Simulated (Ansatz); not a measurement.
```xyz
3

C     0.0000    0.0000    0.0000
H     0.0000    0.0000   -1.0994
C     0.0000    0.0000    1.2170
```

Basis set: cc-pVDZ (spherical functions). Left uncorrelated: 2 orbitals. Correlation on ROHF uses semicanonical orbitals with singles. Charge 0, multiplicity 2.

Computed with Ansatz (development build ahead of 0.2.0); the reference of a correlated method needn't be the lowest determinant of its kind.

Question: Give the atomization energy at this shape (free ground-state atoms in the same class of orbitals less the molecule, no zero-point energy) of doublet C2H by ROHF-CCSD(T), UHF-CCSD(T).

Answer:

| method | atomization energy |
| --- | --- |
| ROHF-CCSD(T) | 238.74 kcal/mol |
| UHF-CCSD(T) | 238.07 kcal/mol |

Caution: the reference determinant was not shown to be the lowest. Caution for UHF-CCSD(T): the unrestricted determinant is spin contaminated.
